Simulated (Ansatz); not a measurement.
Mulliken charges of AlB2H5O (`BB[O][AlH2]`) from PBE/def2-TZVPP in Ansatz (PBE0-D4/def2-TZVP geometry).

```json
{"atom": "B1", "x (Å)": "-1.005", "y (Å)": "1.770", "z (Å)": "-0.113", "charge (e)": "-0.086"}
{"atom": "B2", "x (Å)": "0.381", "y (Å)": "0.848", "z (Å)": "0.068", "charge (e)": "0.122"}
{"atom": "O3", "x (Å)": "0.441", "y (Å)": "-0.492", "z (Å)": "0.047", "charge (e)": "-0.163"}
{"atom": "Al4", "x (Å)": "0.586", "y (Å)": "-2.168", "z (Å)": "0.037", "charge (e)": "0.323"}
{"atom": "H5", "x (Å)": "-1.364", "y (Å)": "2.179", "z (Å)": "-1.183", "charge (e)": "0.026"}
{"atom": "H6", "x (Å)": "-1.655", "y (Å)": "2.134", "z (Å)": "0.829", "charge (e)": "0.026"}
{"atom": "H7", "x (Å)": "1.424", "y (Å)": "1.457", "z (Å)": "0.233", "charge (e)": "-0.033"}
{"atom": "H8", "x (Å)": "0.843", "y (Å)": "-2.861", "z (Å)": "-1.356", "charge (e)": "-0.108"}
{"atom": "H9", "x (Å)": "0.439", "y (Å)": "-2.913", "z (Å)": "1.419", "charge (e)": "-0.108"}
```

Task: By hand: the dipole of these point charges (1 e Å = 4.8032 D).

Result: Σ q r = (-0.014, 0.019, -0.001) e Å, of length 0.024 e Å = 0.12 D.

Task: How does the dipole of the full density compare? (Estimate.)

Result: Ansatz gave: (0.018, -0.192, -0.001) e Å, 0.93 D; the point charges give 0.13 times that, at 149° from its direction, so they point the opposite way.

Point charges leave out the atoms' own dipoles, such as those of lone pairs, and Mulliken's split depends on the basis, so the two needn't agree.
